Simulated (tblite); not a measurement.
Compound: C₄H₅BrCl₂Si.
Atom-mapped SMILES: `[CH3:1][C:2]#[C:3][Si@@H:4]([Br:5])[CH:6]([Cl:7])[Cl:8]` (hydrogens: H9, H10, H11 on C1; H12 on Si4; H13 on C6)

Computed with GFN2-xTB (tblite), gas phase: L-BFGS steps from a force-field or distance-geometry start until the largest atomic force falls under 0.01 eV/Å.

Step 0: E = -707.4742 eV
```
atom  x, y, z in Å  |  force x, y, z in eV/Å
C1     -3.0089    0.6153    0.3167   -0.179  -0.066  -0.003
C2     -1.6618    0.1335    0.0787    0.385  -0.165  -0.004
C3     -0.5325   -0.2798   -0.0972   -0.024   0.265   0.034
Si4     1.2048   -0.9043   -0.4090   -2.145  -1.864   0.072
Br5     1.3642   -1.2209   -2.5997    0.084   0.078   0.033
C6      2.5076    0.2620    0.1569    0.996   1.036   0.496
Cl7     4.1329   -0.4247   -0.1208   -0.013   0.009  -0.059
Cl8     2.3263    0.6164    1.9020   -0.073  -0.010  -0.127
H9     -3.0203    1.3987    1.0820    0.168  -0.145  -0.101
H10    -3.4449    1.0334   -0.5971    0.216  -0.086   0.055
H11    -3.6732   -0.1940    0.6541    0.343   0.106  -0.085
H12     1.3402   -2.2536    0.2402    0.083   0.728  -0.353
H13     2.4612    1.2186   -0.3613    0.159   0.114   0.043
```

Step 1: E = -707.5791 eV
```
atom  x, y, z in Å  |  force x, y, z in eV/Å
C1     -3.0114    0.6143    0.3166    0.206  -0.055  -0.053
C2     -1.6563    0.1311    0.0787   -0.576   0.170   0.142
C3     -0.5329   -0.2760   -0.0967    0.355   0.051  -0.030
Si4     1.1741   -0.9309   -0.4080   -0.850  -0.658   0.197
Br5     1.3654   -1.2198   -2.5992    0.057   0.054   0.015
C6      2.5218    0.2768    0.1640   -0.008  -0.043   0.108
Cl7     4.1327   -0.4246   -0.1217    0.048   0.013  -0.051
Cl8     2.3252    0.6162    1.9002   -0.044   0.041  -0.007
H9     -3.0179    1.3967    1.0806    0.155  -0.108  -0.066
H10    -3.4418    1.0321   -0.5963    0.176  -0.059  -0.010
H11    -3.6683   -0.1925    0.6529    0.228  -0.025  -0.034
H12     1.3414   -2.2432    0.2352    0.083   0.304  -0.163
H13     2.4634    1.2202   -0.3607    0.170   0.314  -0.048
```

Question: Estimate the geometry and energy of step 2. (The exact step hangs on the optimiser's Hessian estimate; all steps are aligned on step 1, rigid shifts and turns removed.)

Answer: E = -707.5937 eV, largest force 1.755 eV/Å
```
atom  x, y, z in Å  |  force x, y, z in eV/Å
C1     -3.0078    0.6130    0.3156   -0.084   0.075   0.003
C2     -1.6666    0.1340    0.0815    1.362  -0.521  -0.180
C3     -0.5259   -0.2742   -0.0972   -1.583   0.704   0.281
Si4     1.1509   -0.9495   -0.4038   -0.066  -0.033   0.028
Br5     1.3668   -1.2185   -2.5988    0.035   0.040   0.042
C6      2.5246    0.2789    0.1676   -0.333  -0.200  -0.142
Cl7     4.1336   -0.4243   -0.1229    0.023   0.017  -0.033
Cl8     2.3241    0.6170    1.8997   -0.030   0.048   0.028
H9     -3.0143    1.3941    1.0790    0.129  -0.055  -0.024
H10    -3.4376    1.0307   -0.5964    0.135  -0.034  -0.047
H11    -3.6627   -0.1927    0.6519    0.155  -0.072  -0.011
H12     1.3433   -2.2350    0.2309    0.107  -0.100   0.023
H13     2.4673    1.2268   -0.3615    0.149   0.131   0.032
```

The energy changes by -0.0146 eV. The first-order estimate −F·Δx gives -0.0529 eV and the mean of the old and new forces, exact on a quadratic surface, -0.0150 eV. The step makes an angle of 12° with the force vector and moves no atom by more than 0.030 Å.

What follows is the cost of the whole relaxation. On one thread of an Arm Neoverse N1, no GPU, shared host with 64 logical CPUs at a one-minute load of 61, this took 1.1 s of wall time.
